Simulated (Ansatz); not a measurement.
C$_{2}$H$_{6}$B$_{2}$, SMILES `CC1BB1`. The species carries charge 0 and has multiplicity 1. All single points use the PBE0-D4/def2-TZVP geometry.

```xyz
10

C     0.763   -0.129    0.731
C     0.335   -0.282   -0.706
B    -0.586    0.789   -1.162
B    -0.976    0.096    0.228
H     0.971   -1.050    1.274
H     1.548    0.617    0.863
H    -0.059    0.492    1.305
H     0.701   -1.175   -1.202
H    -0.967    1.202   -2.205
H    -1.730   -0.560    0.874
```

(1) What is the dipole moment at ωB97M-V/def2-TZVPP? (Estimate.)

(2) And with PBE, r2SCAN, B3LYP? (An estimate is asked.)

(3) Give the Mulliken charges with ωB97M-V, B3LYP, r2SCAN in def2-TZVPP. (An estimate is asked.)

## Answers

(1) Ansatz gave: 2.74 D, with components (2.02, -0.84, 1.64) D in this frame, pointing from negative to positive charge.

(2) The calculation gave: PBE 2.80 D, r2SCAN 2.78 D, B3LYP 2.71 D.

(3) Computed: 
```csv
atom,ωB97M-V,B3LYP,r2SCAN
C1,-0.22,-0.15,-0.02
C2,-0.16,-0.13,-0.12
B3,-0.19,-0.15,-0.11
B4,-0.21,-0.10,-0.11
H5,0.13,0.11,0.07
H6,0.15,0.13,0.09
H7,0.16,0.09,0.09
H8,0.11,0.10,0.07
H9,0.11,0.05,0.02
H10,0.11,0.05,0.02
```

B3LYP here is the variant with VWN-RPA as its local correlation; programs differ in this.
